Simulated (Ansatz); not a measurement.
`[AlH2][CH2]B[SiH3]`, relaxed with RKS PBE0-D4/def2-TZVP in Ansatz from a PBE-D4/def2-SVP geometry. The force threshold is 0.005 eV/Å; the program also tests the step.

Charge 0, multiplicity 1.

Start:

```xyz
12

Al   -0.769    1.748   -0.157
C    -0.855   -0.007   -1.158
B    -0.518   -0.871    0.039
Si    1.365   -1.107    0.751
H     0.645    2.482   -0.068
H    -2.120    2.399    0.389
H    -0.061    0.193   -1.909
H    -1.880   -0.040   -1.582
H    -1.426   -1.324    0.723
H     1.538   -0.239    1.983
H     1.625   -2.524    1.199
H     2.456   -0.709   -0.213
```

Task: How much energy does the relaxation release, and in how many steps? (An estimate is asked.)

Result: Ansatz gave: 0.03 eV, in 25 steps, 1 of them rejected.

Task: Which bonds change most? (An estimate is asked.)

Result: The calculation gave: Al1–C2 from 2.022 to 1.996 Å; Si4–H10 from 1.517 to 1.494 Å; B3–H9 from 1.223 to 1.203 Å; Si4–H12 from 1.510 to 1.492 Å.

Task: Give the relaxed structure. (Best estimate.)

Result: Computed: 
```xyz
12

Al   -0.801    1.792   -0.227
C    -0.888   -0.022   -1.056
B    -0.508   -0.858    0.134
Si    1.399   -1.110    0.746
H     0.608    2.393    0.166
H    -2.138    2.629   -0.097
H    -0.119    0.145   -1.823
H    -1.896   -0.094   -1.470
H    -1.378   -1.314    0.829
H     1.614   -0.460    2.074
H     1.702   -2.560    0.921
H     2.407   -0.542   -0.196
```
